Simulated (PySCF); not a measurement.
Job file and geometry (Å, from GFN2-xTB) of an NMR shielding run on SMILES B[C@@H]1C=CC[Si@@H]1CF, C$_{5}$H$_{10}$BFSi, PySCF 2.14.0, density-fitted response routines, GIAO PBE0/pcSseg-1 NMR shielding, non-relativistic, gas phase; density fitting, a coarse starting grid and PySCF grid level 2 are the driver's defaults:

```
$ OMP_NUM_THREADS=1 python probes_run.py task.json out

{"job": {"kind": "nmr", "xc": "PBE0", "basis": "pcSseg-1"}, "charge": 0, "multiplicity": 1}
B      1.828311    -1.016555    -0.257101
C      1.029320     0.173772    -0.842687
C      1.204360     1.499437    -0.164754
C      0.225818     2.010863     0.561256
C     -1.068182     1.255152     0.668907
Si    -0.849198    -0.194594    -0.549628
C     -1.226605    -1.909838     0.224453
F     -2.592010    -2.057660     0.383132
H      2.002825    -1.972937    -0.909971
H      2.228843    -0.984292     0.841938
H      1.185957     0.286571    -1.917001
H      2.156772     1.996387    -0.280710
H      0.317524     2.949000     1.088536
H     -1.909031     1.907580     0.429009
H     -1.223335     0.925204     1.699329
H     -1.630449    -0.082292    -1.791265
H     -0.902713    -2.736340    -0.411031
H     -0.786965    -2.043139     1.215930
```

Question: What does the program print?

Answer: 
```
coarse grid: 15432 points
cycle   1  E = -610.0293479940  dE =  8.268e-01  |g| = 5.698e-01  |ddm| = 3.782e+00
cycle   2  E = -609.9991919203  dE =  3.016e-02  |g| = 7.258e-01  |ddm| = 9.827e-01
cycle   3  E = -610.0992359061  dE = -1.000e-01  |g| = 6.978e-02  |ddm| = 5.659e-01
cycle   4  E = -610.1000231321  dE = -7.872e-04  |g| = 2.915e-02  |ddm| = 6.742e-02
cycle   5  E = -610.1002070779  dE = -1.839e-04  |g| = 6.271e-03  |ddm| = 2.704e-02
cycle   6  E = -610.1002153196  dE = -8.242e-06  |g| = 2.199e-03  |ddm| = 8.095e-03
final grid: 144504 points
cycle   7  E = -610.1527811854  dE = -3.994e-05  |g| = 9.686e-03  |ddm| = 3.089e-02
cycle   8  E = -610.1527670715  dE =  1.411e-05  |g| = 1.273e-02  |ddm| = 1.900e-02
cycle   9  E = -610.1528041646  dE = -3.709e-05  |g| = 9.418e-04  |ddm| = 1.061e-02
cycle  10  E = -610.1528043187  dE = -1.541e-07  |g| = 2.632e-04  |ddm| = 8.816e-04
cycle  11  E = -610.1528043291  dE = -1.034e-08  |g| = 6.147e-05  |ddm| = 2.178e-04
cycle  12  E = -610.1528043299  dE = -7.894e-10  |g| = 2.364e-05  |ddm| = 7.282e-05
converged SCF energy = -610.1528043299

GIAO shielding tensors (ppm)
atom      isotropic    diamagn.    paramagn.     s11        s22        s33       span
  0 B       18.207     193.206    -175.000    -60.237    -15.666    130.522    190.759
  1 C      133.213     258.195    -124.982     84.011    144.066    171.562     87.552
  2 C       43.332     254.694    -211.362    -67.510     59.543    137.964    205.474
  3 C       51.291     255.334    -204.042    -56.107     68.083    141.898    198.006
  4 C      165.810     254.058     -88.249    149.994    162.402    185.034     35.041
  5 Si     354.004     880.311    -526.307    298.776    363.961    399.276    100.499
  6 C      108.894     249.880    -140.985     61.621     86.314    178.748    117.127
  7 F      473.351     470.056       3.295    429.917    485.885    504.250     74.333
  8 H       24.311      30.628      -6.317     16.596     26.564     29.774     13.178
  9 H       24.504      30.656      -6.152     16.090     27.508     29.914     13.824
 10 H       28.171      31.845      -3.674     23.976     27.416     33.121      9.144
 11 H       25.379      30.903      -5.524     23.602     25.579     26.956      3.355
 12 H       25.526      30.417      -4.891     23.405     26.199     26.975      3.570
 13 H       29.626      29.972      -0.346     25.332     27.395     36.151     10.819
 14 H       29.789      31.400      -1.611     25.450     27.769     36.147     10.697
 15 H       26.726      28.948      -2.222     23.897     24.301     31.980      8.083
 16 H       26.877      29.469      -2.592     21.875     27.765     30.992      9.118
 17 H       27.041      30.664      -3.623     22.407     27.815     30.901      8.494
```

Size and cost of the density-fitted run: 193 basis functions, 60 s wall time on 1 thread of an AMD EPYC, shared host; peak memory 0.86 GiB.
